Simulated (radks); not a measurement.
The numbers below are computed, except where a source is named.
Problem. The bismuth ion Bi3+, [Hg]. Level of theory: non-relativistic Kohn-Sham, PBE, spin-polarised, spherical densities, point nucleus (a radial shooting solver on a logarithmic mesh with Libxc functionals). Every spin shell is full or empty, so the densities are truly spherical. Functionals are evaluated on that one density, not self-consistently. Rank these orbital-free kinetic functionals by their error against the exact value of the orbitals, and give that value: Thomas-Fermi, von Weizsacker, TF + vW, TF + vW/9, TF + vW/5, LC94, APBEK, revAPBEK, Perdew 92, Thakkar, Pearson, LKT, PG1, DePristo-Kress, Ernzerhof.

Solution. Exact: 20093.0 hartree. From best to worst, with 100 (|E| - |E exact|)/|E exact| (equal figures are ties): LC94 +0.03, APBEK +0.05, revAPBEK +0.19, DePristo-Kress -0.19, Ernzerhof -0.46, Perdew 92 -0.66, TF + vW/9 -0.67, Thakkar -0.78, Pearson -0.82, TF + vW/5 +2.44, Thomas-Fermi -4.55, PG1 +12.24, LKT +15.70, TF + vW +30.42, von Weizsacker -65.03.
